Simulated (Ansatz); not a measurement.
Pulling on the In1–H2 bond in ClFHIn (SMILES [F][InH][Cl]) (multiplicity 1 held, fragments rigid). Energies count from the point at 1.694 Å.
Geometry at that point (charge 0, multiplicity 1):
```xyz
4

In    -0.095    -0.418     0.202
H     -1.021    -1.813     0.454
F      1.578    -0.113     1.164
Cl    -0.502     1.372    -1.226
```

R- and RO- levels are restricted; in cc, def2 and unpolarised 6-31G sets they are followed outwards from rest. Unrestricted levels (U-) break spin symmetry where that is lower. Active spaces are followed from a long bond inwards. Levels need not reach the same state.

Frozen-core correlation. Filled d and f shells under p-block atoms count as core.

Run with Ansatz (Gaussian basis) for Hartree–Fock, density functionals and correlated methods. Each number belongs to the level named beside it. In def2 rows elements past Kr take small-core potentials, without spin–orbit coupling.

Energies in eV.

| R (Å) | U-PBE/def2-TZVPP | R-CCSD(T)/def2-TZVPP | FIC-MRCISD on CASSCF(2,2)/def2-TZVPP | FIC-MRCISD+Q on CASSCF(2,2)/def2-TZVPP |
|---|---|---|---|---|
| 1.355 | 1.24 | 1.42 | 1.42 | 1.42 |
| 1.524 | 0.25 | 0.31 | 0.31 | 0.31 |
| 1.694 | 0.00 | 0.00 | 0.00 | 0.00 |
| 1.863 | 0.13 | 0.11 | 0.11 | 0.12 |
| 2.032 | 0.45 | 0.43 | 0.43 | 0.44 |
| 2.286 | 1.05 | 1.05 | 1.05 | 1.06 |
| 2.540 | 1.65 | 1.66 | 1.65 | 1.67 |
| 2.964 | 2.44 | 2.43 | 2.39 | 2.44 |
| 3.387 | 2.74 | 2.82 | 2.79 | 2.84 |
| 3.895 | 2.83 | 2.93 | 2.97 | 3.03 |
| 4.573 | 2.86 | 2.87 | 3.03 | 3.09 |
| 5.419 | 2.87 | 2.78 | 3.04 | 3.10 |

Doubts at one or more of the structures used: a spin-contaminated determinant (U-PBE/def2-TZVPP); a restricted determinant that unrestricted orbitals would lower (R-CCSD(T)/def2-TZVPP); other coupled-cluster roots lie near (R-CCSD(T)/def2-TZVPP).

Ansatz is an electronic-structure program.
